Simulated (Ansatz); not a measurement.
`F/C=[C](\F)[AlH2]` + `C[SeH]` → `C[Se][AlH2]` + `F/C=C/F` at 700 K and 1 bar (ligand exchange at the Al–C bond).

Gas-phase electronic energies from Ansatz, PBE0-D4/def2-TZVP geometries. CCSD(T)/CBS adds triple-zeta CCSD(T) − MP2 to the extrapolated MP2 energy (def2 sets, frozen cores). Double bonds are as drawn, so ΔE can hold a change between cis and trans. For Se outer-core shells are correlated without core-valence functions, which leaves a few kJ/mol of doubt a bond. Scalar relativity is left out up to krypton.

| species | CCSD(T)/CBS energy (Eh) | H − E (kJ/mol) | S (J/(mol·K)) |
| --- | --- | --- | --- |
| `F/C=[C](\F)[AlH2]` | -519.44452 | 173.8 | 429.3 |
| `C[SeH]` | -2441.15625 | 157.6 | 325.3 |
| `C[Se][AlH2]` | -2683.80327 | 197.3 | 415.0 |
| `F/C=C/F` | -276.83639 | 141.3 | 332.1 |

H − E and S are ideal-gas, rigid-rotor, harmonic terms from PBE0-D4/def2-TZVP. 1 Eh = 2625.50 kJ/mol, R = 8.31446 J/(mol·K).

Problem. By hand: ΔE, ΔH, ΔS and ΔG.

Solution. ΔE = (-2683.80327) + (-276.83639) − (-519.44452) − (-2441.15625) = -0.03889 Eh = -102.1 kJ/mol. Δ(H − E) = 197.3 + 141.3 − 173.8 − 157.6 = 7.2, so ΔH = -94.9 kJ/mol. ΔS = 415.0 + 332.1 − 429.3 − 325.3 = -7.5 J/(mol·K). ΔG = -94.9 − 700 × (-7.5)/1000 = -89.7 kJ/mol.

Problem. By hand: the equilibrium constant, and the temperature at which ΔG would vanish if ΔH and ΔS stayed fixed.

Solution. log₁₀ K = −ΔG/(RT ln 10) = 6.7. ΔG = 0 at ΔH/ΔS = 12653 K, far beyond where these terms or the molecules hold.

The number of gas molecules stays the same, so ΔS is small and ΔH decides. A doubt of 5 kJ/mol in ΔE shifts log₁₀ K by 0.4 here. These are equilibria of isolated gas molecules and say nothing of rates. Largest T1 diagnostic: 0.013 (customary marks: 0.02 for closed shells, 0.045 for open ones).
